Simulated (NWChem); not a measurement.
Species: chlorotrifluoromethane (CClF3); SMILES FC(F)(F)Cl

Give the equilibrium geometry at PBE0/def2-SVP (NWChem) as an XYZ file, with the point group.

point group C3v; any orientation.
```
5

F     -0.9873    -0.7468     0.8099
C      0.0000     0.0000     0.3562
F     -0.1531     1.2285     0.8099
F      1.1405    -0.4816     0.8099
Cl     0.0000     0.0000    -1.4034
```
